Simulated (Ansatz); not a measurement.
Spectroscopic constants of ScCl, closed-shell singlet (the spin of the measured ground state). No spin–orbit coupling. Sc is treated without relativity.

Constants: fifth-degree fit in 1/R to seven points, most abundant isotopes. In def2 and cc sets the state is the lowest found near the PBE0 minimum, followed along R. The singlet is held restricted. HF and MP2 rows in def2 and cc sets belong to the determinant that coupled cluster picked by its CCSD energy.

Correlated levels freeze the inner cores; with def2 sets outer-core shells near the valence are correlated too.

The values were computed with Ansatz (Gaussian orbitals). Each number belongs to the level named beside it.

Energies at MP2/def2-TZVPP:

```tsv
R (Å)	E (hartree)
2.062674	-1219.75985447
2.118122	-1219.76551235
2.169135	-1219.76829520
2.226801	-1219.76919646
2.284467	-1219.76820569
2.351005	-1219.76525359
2.428632	-1219.76000441
```

Question: With a reduced mass of 19.6692 u, find the minimum, the force constant and the constants.

Answer: A fifth-degree polynomial in 1/R puts the minimum at r_e = 2.2231 Å with force constant 251 N/m. Then ω_e = (1/2πc)√(k/μ) = 465 cm⁻¹ and B_e = h/(8π²cμr_e²) = 0.1734 cm⁻¹; the cubic and quartic terms give α_e = 0.00083 and ω_e x_e = 1.6 cm⁻¹.

Doubts at one or more of the structures used: a restricted determinant that unrestricted orbitals would lower (MP2/def2-TZVPP).

Ansatz is a program for electronic structure.
